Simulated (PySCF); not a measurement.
**From a computed spectrum to the compound**

A species of 7 atoms with charge 3 has these harmonic modes (PBE0, small Gaussian bases with core potentials, PySCF 2.14.0):

```csv
cm⁻¹,km/mol,symmetry
25,1.5,
76,4.5,
150,0.3,
440,16.4,
443,15.8,
659,76.4,
675,43.3,
715,243.5,
720,625.2,
1664,207.3,
1668,105.5,
3480,1191.0,
3497,76.9,
3510,467.2,
3520,654.9,
```

Task: Which species is it, and in which structure?

Result: [Dy(H2O)2]3+ (singlet in the valence; each metal's 4f electrons, 9 of them, lie in its core potential, out of spins and levels):
```xyz
7

Dy    0.0601   -0.2282    0.0023
O    -0.3168    1.0078    1.7961
H     0.0765    1.8873    2.0430
H    -0.8969    0.8024    2.5782
O    -0.2109    0.9935   -1.8171
H     0.0669    0.7816   -2.7489
H    -0.6520    1.8785   -1.9157
```
Ideal gas at 298.15 K and 1 bar: S = 362.5 J/(mol K), Cp = 83.8 J/(mol K), H − H(0 K) = 18.6 kJ/mol (rigid rotor, harmonic modes, spin degeneracy alone, that of the 4f electrons in the core included; the modes under 60 cm⁻¹ make these uncertain). An lcecp potential fixes the number of 4f electrons, so in runs with it no electron can move into or out of that shell.
 Other answers can fit too; this one was computed.
